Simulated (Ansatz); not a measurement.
```json
{"atom": "C", "x (Å)": "0.0000", "y (Å)": "0.0263", "z (Å)": "-0.8204"}
{"atom": "C", "x (Å)": "0.0000", "y (Å)": "-0.0263", "z (Å)": "0.8204"}
{"atom": "O", "x (Å)": "0.0000", "y (Å)": "1.1494", "z (Å)": "-1.4659"}
{"atom": "O", "x (Å)": "0.0000", "y (Å)": "-1.1494", "z (Å)": "1.4659"}
{"atom": "H", "x (Å)": "0.0000", "y (Å)": "-1.0585", "z (Å)": "-1.3526"}
{"atom": "H", "x (Å)": "0.0000", "y (Å)": "1.0585", "z (Å)": "1.3526"}
```

Basis set: 6-31G* (spherical functions). Left uncorrelated: 4 orbitals. Charge 0, multiplicity 1.

Computed with Ansatz (development build ahead of 0.2.0); each method stands on the lowest determinant of its kind that the runs found. Restricted open shells among the atoms or ions are ROHF, correlated in semicanonical orbitals with singles.

Problem. Give the atomization energy at this shape (free ground-state atoms in the same class of orbitals less the molecule, no zero-point energy) of singlet C₂H₂O₂ by RHF-MP2, RHF.

Solution.

```
 method  atomization energy
RHF-MP2            25.38 eV
    RHF            16.80 eV
```

Caution: in another basis set an unrestricted determinant lies well below; the shape is not the minimum.
